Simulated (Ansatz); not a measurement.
```yaml
crystal:
  periodic: [false, false, false]
  atoms:
    - {symbol: N, position_ang: [-1.448887, 0.054258, -0.728605]}
    - {symbol: Ti, position_ang: [0.308419, 0.366325, 0.090166]}
    - {symbol: N, position_ang: [0.828229, -0.940709, 1.282829]}
    - {symbol: O, position_ang: [1.251407, 0.543172, -1.021870]}
    - {symbol: Cl, position_ang: [0.247081, 2.262330, 0.997922]}
    - {symbol: H, position_ang: [-2.341032, 0.262021, -0.419843]}
    - {symbol: H, position_ang: [-1.962027, -0.132602, -1.624442]}
    - {symbol: H, position_ang: [1.271845, -1.017105, 1.644993]}
    - {symbol: H, position_ang: [-0.085735, -1.575996, 1.534092]}
    - {symbol: H, position_ang: [1.826402, 1.114412, -1.665787]}
basis:
  gaussian: {orbitals: cc-pVDZ, fitting: {mean_field: def2-universal-jkfit}, point_charges: [{charge: 0.50, position_ang: [4.391, -0.330, -0.216]}]}
total_charge: -1
magnetization: {spin_polarized: true, initial_magnetization: 1}
hamiltonian: {xc: {name: BHLYP}, dispersion: d3bjatm}
scf: {lower_state_search: off}
output: {forces: true}
```

```sh
$ ansatz run in.yaml --threads 4 --pin off --events-out ev --progress --plain --max-ram 10444MiB
```

Shortened log:

```
Functional definition: BHLYP
713 factors; integrals over basis functions are off by at most 2.5e-1 eV
mean field evaluation 1: about -40722.1100 eV, gradient 5.2e1 eV
mean field evaluation 2: about -40688.7443 eV, gradient 1.1e2 eV
mean field evaluation 4: about -40733.1139 eV, gradient 7.0e0 eV
mean field evaluation 8: about -40733.3838 eV, gradient 1.3e-1 eV
mean field evaluation 16: about -40733.3823 eV, gradient 1.9e-3 eV
mean field -40733.38229290 eV, -1496.9241891859 hartree, gradient 4.7e-6 eV, S^2 0.750595; 0 other end points of the search recorded, 0 dependent functions left out
reference -40733.38248581 eV, -1496.9241962751 hartree; 34, 33 occupied and 94, 95 virtual orbitals, 713 factors
Total energy: -40733.75451879 eV, -1496.9378682352 hartree
Atom 0 at    -1.448887     0.054258    -0.728605 Å, force     0.286905    -0.962402    -2.294699 eV/Å
Atom 1 at     0.308419     0.366325     0.090166 Å, force   -11.547658    -3.599597     9.306405 eV/Å
Atom 2 at     0.828229    -0.940709     1.282829 Å, force   -81.732827    10.805715   -62.483539 eV/Å
Atom 3 at     1.251407     0.543172    -1.021870 Å, force    11.546251     2.853868   -13.415281 eV/Å
Atom 4 at     0.247081     2.262330     0.997922 Å, force    -0.102313     2.857005     1.520014 eV/Å
Atom 5 at    -2.341032     0.262021    -0.419843 Å, force    -1.922576     1.118119     3.135664 eV/Å
Atom 6 at    -1.962027    -0.132602    -1.624442 Å, force     2.518942    -0.256217    -0.215268 eV/Å
Atom 7 at     1.271845    -1.017105     1.644993 Å, force    78.652941   -14.143938    64.127051 eV/Å
Atom 8 at    -0.085735    -1.575996     1.534092 Å, force     3.539075     2.273496    -0.720304 eV/Å
Atom 9 at     1.826402     1.114412    -1.665787 Å, force    -0.583867    -1.094043     1.037075 eV/Å
Dipole moment:    -1.999395     0.102429     0.250912 e Å
Checks for a lower state left out: stability, starts, cluster_reference, orbital_swaps, neighbouring_geometries, increment
```

It took 2 s on 4 threads of an Intel Xeon Platinum 8488C on a shared host, with 0.47 GiB of host memory at the peak.
